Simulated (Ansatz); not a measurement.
Two isomers of C2H10GeSi: A = `[CH3][GeH]([CH3])[SiH3]`, B = `C[SiH2][GeH2][CH3]`.

Gas-phase electronic energies from Ansatz, PBE0-D4/def2-TZVP geometries. CCSD(T)/CBS adds triple-zeta CCSD(T) − MP2 to the extrapolated MP2 energy (def2 sets, frozen cores). Functionals use def2-TZVPP. B3LYP here is the variant with VWN-RPA as its local correlation; programs differ in this. For Ge outer-core shells are correlated without core-valence functions, which leaves a few kJ/mol of doubt a bond. Scalar relativity is left out up to krypton. Each species was taken in one conformer, which may not be the lowest.

Problem. Which is lower in electronic energy at CCSD(T)/CBS, and by how much? (Best estimate.)

Solution. Ansatz gave: B, by 8.8 kJ/mol.

Problem. Give E(B) − E(A) in kJ/mol with B3LYP, CCSD/def2-TZVPP, ωB97M-V, r2SCAN-D4, B2PLYP, PBE0-D4, MP2/def2-TZVPP. (An estimate is asked.)

Solution. Computed: B3LYP -10.5, CCSD/def2-TZVPP -6.3, ωB97M-V -11.0, r2SCAN-D4 -11.6, B2PLYP -8.8, PBE0-D4 -11.1, MP2/def2-TZVPP -5.3. None reverses the order clearly.

Largest T1 diagnostic: 0.011.

In def2-TZVPP, CCSD(T) changes the Hartree–Fock value by +3.7 kJ/mol (the triples alone add +0.4 kJ/mol) and MP2 by +4.3 kJ/mol.
